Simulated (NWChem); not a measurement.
Species: C3H4O2S; SMILES C#CS(C)(=O)=O

```xyz
10

C      0.0190     2.5578     0.0000
C     -0.0245     1.3501     0.0000
S     -0.1625    -0.3869     0.0000
C      1.5692    -0.8835     0.0000
O     -0.7618    -0.7855    -1.2746
O     -0.7618    -0.7855     1.2746
H      0.0587     3.6250     0.0000
H      2.0515    -0.5030     0.9024
H      1.5699    -1.9770     0.0000
H      2.0515    -0.5030    -0.9024
```
Atoms are numbered in this order, from 1.

All runs: NWChem. Pople sets run with spherical d functions. The geometry was optimised at B3LYP/6-31G* (spherical d). Static field.

Taking PBE0/aug-cc-pVDZ as the yardstick, which of these has the fewest basis functions while keeping “isotropic polarisability (bohr³)” within 10 % of it: PBE0/6-31G*; PBE0/def2-SVPD; PBE0/def2-SVP?

PBE0/def2-SVPD.
```json
[
 {"level": "PBE0/6-31G*", "basis functions": "96", "isotropic polarisability (bohr³)": "49.6", "relative time (rough)": "1"},
 {"level": "PBE0/def2-SVP", "basis functions": "108", "isotropic polarisability (bohr³)": "50.7", "relative time (rough)": "1"},
 {"level": "PBE0/def2-SVPD", "basis functions": "165", "isotropic polarisability (bohr³)": "62.0", "relative time (rough)": "4"},
 {"level": "PBE0/aug-cc-pVDZ", "basis functions": "178", "isotropic polarisability (bohr³)": "63.0", "relative time (rough)": "8"}
]
```

The yardstick is one finite set, not the basis-set limit.
